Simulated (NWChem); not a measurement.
System: C3H5NOSi; SMILES N#C[C@@H]([SiH3])C=O

Here is an NWChem input.

```
start job
memory heap 200 mb stack 900 mb global 1100 mb
geometry units angstroms noautoz
  N      0.967852    -2.515953     0.114887
  C      0.644211    -1.430479    -0.144830
  C      0.225746    -0.063423    -0.419306
  Si    -1.650134     0.155059     0.036549
  C      1.046273     0.971481     0.348822
  O      1.136447     2.123269    -0.003013
  H      0.305397     0.159217    -1.490699
  H     -2.416526    -0.903080    -0.661269
  H     -1.792374     0.022189     1.505755
  H     -2.066836     1.502828    -0.412643
  H      1.527667     0.598426     1.276222
end
basis spherical
  * library def2-tzvp
end
dft
  xc xpbe96 cpbe96
  iterations 150
  semidirect filesize 400000000
  mulliken
end
task dft energy
```

All runs use the structure optimised with B3LYP/6-31G* (spherical d).

### Question
Predict the main results of this run. (PBE/def2-TZVP.) Quantities: energy (Ha); highest occupied level (eV); orbital gap (eV); dipole (D).

### Answer
```
Property                      Result
---------------------------  -------
energy (Ha)                  -536.42
highest occupied level (eV)    -6.70
orbital gap (eV)                3.84
dipole (D)                      2.42
```
